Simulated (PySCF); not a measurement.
C10H11F3, SMILES CC(C)c1cccc(C(F)(F)F)c1 (GFN2-xTB optimised geometry):

```
24

C     -1.647    -2.259    -1.273
C     -1.925    -1.463     0.005
C     -1.591    -2.292     1.247
C     -1.153    -0.168     0.000
C     -1.814     1.054    -0.008
C     -1.114     2.249    -0.015
C      0.268     2.247    -0.012
C      0.936     1.029     0.000
C      2.436     1.001    -0.027
F      2.993     2.086     0.533
F      2.951    -0.062     0.612
F      2.919     0.944    -1.287
C      0.236    -0.168     0.000
H     -2.256    -3.160    -1.291
H     -0.601    -2.551    -1.328
H     -1.884    -1.663    -2.151
H     -2.993    -1.222     0.031
H     -0.548    -2.596     1.243
H     -2.208    -3.187     1.275
H     -1.777    -1.714     2.150
H     -2.894     1.072    -0.009
H     -1.648     3.187    -0.022
H      0.825     3.171    -0.014
H      0.785    -1.098     0.006
```

Computed with PBE/def2-SVP run with PySCF.

Q: What are the frontier orbital energies and the dipole moment?

A: HOMO-2 -7.95 eV, HOMO-1 -6.66 eV, HOMO -6.38 eV, LUMO -1.58 eV, LUMO+1 -1.32 eV; dipole moment 2.84 D.

Meta-Löwdin charges at PBE/def2-SVP: C1 -0.30, C2 -0.05, C3 -0.30, C4 0.03, C5 -0.11, C6 -0.10, C7 -0.11, C8 -0.04, C9 0.70, F10 -0.25, F11 -0.25, F12 -0.25, C13 -0.11, H14 0.10, H15 0.10, H16 0.10, H17 0.09, H18 0.10, H19 0.10, H20 0.10, H21 0.11, H22 0.11, H23 0.12, H24 0.11.
